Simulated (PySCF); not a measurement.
chlorocyclobutane (C4H7Cl), SMILES C1CCC1Cl.

The structure is a stationary point at r2SCAN-D4/def2-SVP.

These are PBE/def2-TZVP run with PySCF values and carry that method's errors.

Symmetry labels are those of the subgroup Cs that the program uses (full group Cs).

Computed valence orbital energies around the gap with their symmetry:
```tsv
orbital	symmetry	energy (eV)
HOMO−7	A'	-9.94
HOMO−6	A"	-9.63
HOMO−5	A"	-9.60
HOMO−4	A'	-8.30
HOMO−3	A'	-8.03
HOMO−2	A"	-8.02
HOMO−1	A"	-6.78
HOMO	A'	-6.73
LUMO	A'	-0.30
LUMO+1	A'	0.38
LUMO+2	A'	0.96
LUMO+3	A"	1.28
```
